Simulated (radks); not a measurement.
All-electron atom: Ba IV in [Kr] 4d10 5s2 5p4 7f1 (not the ground configuration). Calculated with a radial shooting solver on a logarithmic mesh with Libxc functionals: Dirac Kohn-Sham, BLYP, spin-unpolarised, spherical densities, point nucleus; open shells fill j = l - 1/2 first. Some entries of the table are withheld. Estimate them.

orbital,occ.,eigenvalue (eV),<1/r> (bohr^-1)
1s1/2,2,-37272.24,60.71
2s1/2,2,-5919.991,14.25
2p1/2,2,(1),14.24
2p3/2,4,(2),12.99
3s1/2,2,-1278.235,5.120
3p1/2,2,-1135.079,5.033
3p3/2,4,-1061.264,4.724
3d3/2,4,-810.0411,4.585
3d5/2,6,-794.3022,4.506
4s1/2,2,-279.6352,(3)
4p1/2,2,(4),2.000
4p3/2,4,(5),1.899
4d3/2,4,-127.0581,(6)
4d5/2,6,-124.4232,(7)
5s1/2,2,-66.8853,0.8423
5p1/2,2,-52.3840,0.7554
5p3/2,2,-49.8973,0.7238
7f5/2,1,-5.6501,0.1241

Answer. 
(1) 2p1/2 eigenvalue (eV): -5578.886
(2) 2p3/2 eigenvalue (eV): -5196.957
(3) 4s1/2 <1/r> (bohr^-1): 2.105
(4) 4p1/2 eigenvalue (eV): -227.5803
(5) 4p3/2 eigenvalue (eV): -212.1314
(6) 4d3/2 <1/r> (bohr^-1): 1.675
(7) 4d5/2 <1/r> (bohr^-1): 1.651
